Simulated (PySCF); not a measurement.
## Ionisation energy of Ar⁺ by level of theory

Ar⁺ [Ne] 3s2 3p5 (2P) → Ar²⁺ [Ne] 3s2 3p4 (3P), as a difference of total energies. All numbers are calculated (PySCF 2.14, scalar relativity by spin-free X2C-1e, in aug-cc-pVDZ-DK (5s4p2d, 27 functions)). Correlated levels: valence: [Ne] frozen. The calculations carry no spin-orbit coupling.

```
           method  ionisation energy (eV)
              UHF                  26.384
              LDA                  27.831
              PBE                  27.606
             PBE0                  27.616
           r2SCAN                  27.688
          r2SCANh                  27.674
            B3LYP                  27.728
            HSE06                  27.614
           M06-2X                  27.644
    MP2 (valence)                  27.115
SCS-MP2 (valence)                  27.083
```

Q: How much does correlation contribute at MP2 (valence)?

A: 27.115 − (26.384) = 0.731 eV, measured against UHF.

A first-order spin-orbit estimate (lowest level to lowest level, LS coupling) adds -0.006 eV.

Errors of the correlated levels include the incompleteness of this basis and the frozen core.

For comparison: 27.630 eV (measured; NIST Atomic Spectra Database, ionization energies).
